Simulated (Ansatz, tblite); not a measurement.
Removing and adding an electron: SiF₄. Charge 0, multiplicity 1. Geometry: PBE-D4/def2-SVP. Ansatz, gas phase; energy differences of separate SCF runs; the oxidised species was run as a doublet alone; the reduced species was run as a doublet alone.

```csv
atom,x (Å),y (Å),z (Å)
Si1,0.000,0.000,0.000
F2,0.868,0.647,-1.182
F3,-1.388,-0.541,-0.591
F4,-0.292,1.110,1.118
F5,0.812,-1.217,0.655
```

The xTB rows come from tblite. Correlated methods freeze 9 core orbitals. In CCSD on the charge 1 doublet the largest single amplitude is 0.46, so its Hartree–Fock determinant may place the open shell otherwise than the density functionals do. HOMO above LUMO, or a gap near zero within one spin, warns that the state may not be the lowest or that an electron is smeared out.

(1) Estimate orbital energies and vertical ionisation energies and electron affinities at: GFN1-xTB; GFN2-xTB; PBE-D4/def2-TZVP; PBE-D4/def2-TZVPD; r2SCAN-D4/def2-TZVP; r2SCAN-D4/def2-TZVPD; PBE0-D4/def2-TZVP; PBE0-D4/def2-TZVPD; CCSD/def2-TZVPP; CCSD(T)/def2-TZVPP.

Answers

(1) 
| level | −HOMO (eV) | vertical IE (eV) | −LUMO (eV) | vertical EA (eV) | HOMO–LUMO gap (eV) | IE − EA (eV) | remarks |
| --- | --- | --- | --- | --- | --- | --- | --- |
| GFN1-xTB | 15.06 | 19.05 | 5.05 | 0.39 | 10.01 | 18.66 | – |
| GFN2-xTB | 15.18 | 18.97 | 4.60 | 0.31 | 10.57 | 18.65 | – |
| PBE-D4/def2-TZVP | 10.57 | 14.34 | 1.11 | – | 9.46 | – | gap within one spin near zero (+1 doublet) |
| PBE-D4/def2-TZVPD | 10.65 | – | 1.60 | -0.44 | 9.05 | – | HOMO above zero (-1 doublet) |
| r2SCAN-D4/def2-TZVP | 11.13 | 14.76 | 0.51 | – | 10.62 | – | – |
| r2SCAN-D4/def2-TZVPD | 11.18 | – | 0.95 | -0.68 | 10.22 | – | HOMO above zero (-1 doublet) |
| PBE0-D4/def2-TZVP | 12.76 | 15.37 | 0.03 | – | 12.73 | – | – |
| PBE0-D4/def2-TZVPD | 12.81 | – | 0.71 | -0.61 | 12.10 | – | HOMO above zero (-1 doublet) |
| CCSD/def2-TZVPP | – | 16.54 | – | – | – | – | large T1 (0.063) (+1 doublet) |
| CCSD(T)/def2-TZVPP | – | 16.40 | – | – | – | – | large T1 (0.063) (+1 doublet) |

Run but left out: HF/def2-TZVPP, MP2/def2-TZVPP (charge +1 doublet: a determinant that CCSD turns far, T1 0.063).   A HOMO above zero means that the electron is unbound at that level or that self-interaction error raises the level; the energy of removing that electron tells which. Raw xTB energy differences between charge states are shifted by several eV; the methods need an empirical correction for them. A negative affinity means that the extra electron isn't bound; its size then hangs on the basis.
